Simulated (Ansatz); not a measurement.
Total energies of 1-butyl-3-methylimidazolium tetrafluoroborate (C₈H₁₅BF₄N₂) from Ansatz at PBE0-D4/def2-SVP, gas phase (1 Eh = 27.2114 eV = 2625.5 kJ/mol). The reference geometry is relaxed at PBE-D4/def2-SVP.

| state | geometry | energy (Eh) |
| --- | --- | --- |
| charge 0 singlet | reference | -846.32854 |
| charge 1 doublet | reference | -845.96140 |
| charge -1 doublet | reference | -846.29815 |
| charge -1 doublet | relaxed at PBE-D4/def2-SVP | -846.32911 |
| free C atom (triplet) | – | -37.76066 |
| free N atom (quartet) | – | -54.47898 |
| free H atom (doublet) | – | -0.50029 |
| free F atom (doublet) | – | -99.54906 |
| free B atom (doublet) | – | -24.58932 |

Question: Work out the vertical ionisation energy to the doublet.

Answer: E(charge 1 doublet) − E(charge 0 singlet) = -845.96140 − (-846.32854) = 0.36714 Eh = 9.99 eV. For comparison, −ε of the highest occupied level is 8.20 eV at this level, 1.79 eV less.

Question: Work out the vertical electron affinity, to the doublet.

Answer: E(charge 0 singlet) − E(charge -1 doublet) = -846.32854 − (-846.29815) = -0.03039 Eh = -0.83 eV; negative, so the extra electron isn't bound. The basis lacks diffuse functions, which makes affinities too small.

Question: Give the fundamental gap IE − EA, the Mulliken electronegativity (IE + EA)/2 and the hardness (IE − EA)/2.

Answer: From the values in Eh: IE − EA = 0.36714 − (-0.03039) = 0.39753 Eh = 10.82 eV; (IE + EA)/2 = 4.58 eV; (IE − EA)/2 = 5.41 eV. The HOMO–LUMO gap of the same run is 7.30 eV, 3.52 eV smaller than the fundamental gap.

Question: How much does the charge -1 doublet relax, and what is the adiabatic electron affinity?

Answer: Relaxation: -846.29815 − (-846.32911) = 0.03096 Eh = 0.84 eV. Adiabatic electron affinity: 0.00057 Eh = 0.02 eV, without zero-point energy. 

Question: What is the binding energy per atom against free atoms?

Answer: Atoms: 8 × (-37.76066) + 2 × (-54.47898) + 15 × (-0.50029) + 4 × (-99.54906) + 1 × (-24.58932) = -841.33315 Eh. Binding: -841.33315 − (-846.32854) = 4.99539 Eh = 135.93 eV, or 4.53 eV for each of 30 atoms (no zero-point energy, no counterpoise term).

At PBE0-D4/def2-SVP the highest occupied level of the charge -1 doublet lies above zero (up to 2.65 eV). By energy differences it is unbound by 0.83 eV (vertical, to the charge 0 singlet, at PBE0-D4/def2-SVP) and held by the finite basis. At PBE0-D4/def2-SVP the highest occupied level of the relaxed charge -1 doublet lies above zero (up to 0.52 eV). Energy differences put its binding near zero (0.02 eV; each at its own geometry, to the charge 0 singlet, at PBE0-D4/def2-SVP), which leaves it undecided.
